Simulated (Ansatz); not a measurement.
Start from `CCCCCCCCO` and change one atom or group to get `CCCCCCC`.

Ansatz, PBE0-D4/def2-TZVP geometries, multiplicity 1. Each molecule was computed in one conformer, which needn't be the lowest.

```json
{"property": "LUMO energy (B3LYP/def2-TZVPP) / eV", "`CCCCCCCCO`": "0.63"}
{"property": "HOMO–LUMO gap (PBE0/def2-TZVPP) / eV", "`CCCCCCCCO`": "8.70"}
{"property": "HOMO–LUMO gap (PBE/def2-TZVPP) / eV", "`CCCCCCCCO`": "6.24"}
{"property": "HOMO–LUMO gap (ωB97M-V/def2-TZVPP) / eV", "`CCCCCCCCO`": "12.53"}
{"property": "HOMO energy (B3LYP/def2-TZVPP) / eV", "`CCCCCCCCO`": "-7.49"}
{"property": "size of the dipole moment (PBE/def2-TZVPP) / D", "`CCCCCCCCO`": "1.47"}
```

(1) What does the change do to each property? (An estimate is asked.)

## Answers

(1) The calculation gave: 
| property | `CCCCCCC` | shift |
| --- | --- | --- |
| LUMO energy (B3LYP/def2-TZVPP) / eV | 0.90 | 0.27 |
| HOMO–LUMO gap (PBE0/def2-TZVPP) / eV | 9.79 | 1.09 |
| HOMO–LUMO gap (PBE/def2-TZVPP) / eV | 7.66 | 1.42 |
| HOMO–LUMO gap (ωB97M-V/def2-TZVPP) / eV | 13.47 | 0.94 |
| HOMO energy (B3LYP/def2-TZVPP) / eV | -8.36 | -0.87 |
| size of the dipole moment (PBE/def2-TZVPP) / D | 0.08 | -1.39 |

With PBE0 the HOMO falls by 0.84 eV and the LUMO rises by 0.25 eV, so the gap widens by about 1.09 eV. PBE moves the HOMO by -1.12 eV and ωB97M-V by -0.69 eV. Dipoles are sizes alone; their direction can turn.

B3LYP here is the variant with VWN-RPA as its local correlation; programs differ in this.
